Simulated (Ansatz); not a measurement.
Computed with Ansatz on PBE0-D4/def2-TZVP structures; ΔE is electronic, products minus reactants. CCSD(T)/CBS adds triple-zeta CCSD(T) − MP2 to the extrapolated MP2 energy (def2 sets, frozen cores). DFT in def2-TZVPP. HSE06 is defined as in plane-wave codes. No spin–orbit coupling; open shells (•) take unrestricted orbitals. Elements past krypton have def2 core potentials. For Sn outer-core shells are correlated without core-valence functions, which leaves a few kJ/mol of doubt a bond. Each species was taken in one conformer, which may not be the lowest.

Reaction (homolysis of the N–Sn bond): `C[NH][SnH2][F]` → `C[NH]`• + `[F][SnH2]`•

```csv
level,ΔE (eV)
HSE06-D4,3.03
B2PLYP,3.06
r2SCAN0,2.85
CAM-B3LYP,2.98
HF/def2-SVP,1.97
CCSD(T)/def2-SVP,3.08
HF/CBS(def2),1.96
MP2/CBS(def2),3.69
```

**Question.** What does CCSD(T)/CBS give? (An estimate is asked.)

**Answer.** Ansatz gave: +3.39 eV. The listed levels differ from it by -0.36, -0.33, -0.54, -0.41, -1.42, -0.31, -1.43, 0.30 eV.

**Question.** What do rigid-rotor, harmonic-oscillator terms from PBE0-D4/def2-TZVP frequencies (298.15 K, 1 bar) make of the CCSD(T)/CBS value? (Best estimate.)

**Answer.** Computed: ΔZPE = -0.19 eV, ΔH = +3.23 eV, ΔS = 172 J/(mol·K), ΔG = +2.70 eV. Open shells count their whole term as degenerate.

Largest T1 diagnostic among the species: 0.017.

The D4 term adds +0.14 eV with B3LYP and +0.08 eV with PBE0; it sums over pairs of atoms, weighted by their polarisabilities, and B3LYP, whose exchange is more repulsive, gets the larger term. At CCSD(T), def2-SVP lies −0.31 eV from the extrapolated value and def2-TZVPP −0.17 eV: correlation converges slowly with the basis, and small sets miss more of it in the bonded molecule than in its fragments. From BLYP to BHLYP (50 % exact exchange), in def2-TZVPP and without D4, ΔE moves by +0.11 eV.

B3LYP here is the variant with VWN-RPA as its local correlation; programs differ in this.
